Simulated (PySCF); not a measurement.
## From computed data to an observable: oscillator strength and radiative lifetime

CH₁₀N₂Si₂, SMILES NC[SiH2][SiH2]N.

Coordinates come from a B3LYP-D3(BJ)/def2-SVP optimisation. The structure was generated by enumeration, and PubChem lists no compound with its InChIKey, so it may never have been made. Other conformers were not sampled.

TDDFT-ωB97X/def2-SVPD (PySCF) puts the first singlet state with f over 0.02 at 5.64 eV (vertical), with the transition dipole (0.396, -0.062, -0.079) in atomic units.

### Question
Find the oscillator strength, the wavelength and the radiative lifetime that this transition would have in vacuum if emission retraced absorption.

### Answer

|μ|² = 0.1669 au, so |μ| = 1.04 D. ΔE = 5.64/27.211 = 0.2073 hartree. f = (2/3) ΔE |μ|² = 0.023 (the program prints 0.023).
λ = 1239.84/5.64 = 220 nm; ν = 45490 cm⁻¹.
Einstein's coefficient A = 0.6670 ν² f s⁻¹ (ν in cm⁻¹) = 3.2e7 s⁻¹, so τ = 1/A = 31 ns. This state is S1. The figure is the radiative limit of this one transition; relaxation, internal conversion, crossing to triplets and a medium change what is measured.
